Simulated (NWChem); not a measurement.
Molecule: C4H7N; SMILES C1NCC1=C

```xyz
12

C      0.0673    -1.9374     0.0000
C     -0.0149    -0.6128     0.0000
C     -0.0455     0.4710     1.0660
N      0.2046     1.4838     0.0000
C     -0.0455     0.4710    -1.0660
H      0.1022    -2.5065     0.9259
H      0.1022    -2.5065    -0.9259
H      0.7347     0.4351     1.8376
H     -1.0224     0.5575     1.5683
H     -0.4591     2.2544     0.0000
H     -1.0224     0.5575    -1.5683
H      0.7347     0.4351    -1.8376
```
Atoms are numbered in this order, from 1.

Program: NWChem. All runs use the structure optimised with B3LYP/6-31G* (spherical d). Isolated, static molecule.

GIAO at PBE0/pcSseg-1: principal shieldings of C2 are -81.5, 24.0, 137.9 ppm; an isolated tetramethylsilane molecule has σ = 185.2 ppm at the same levels.

Problem. Find the isotropic 13C shift, its principal values, the span and the skew.

Solution. 
1. σ(iso) = one third of the sum = 26.8 ppm.
2. δ = σ(reference) − σ = 158.4 ppm against tetramethylsilane.
3. δ11, δ22, δ33 = 266.7, 161.2, 47.3 ppm.
4. Span Ω = δ11 − δ33 = 219.4 ppm; skew κ = 3(δ22 − δ(iso))/Ω = 0.04.
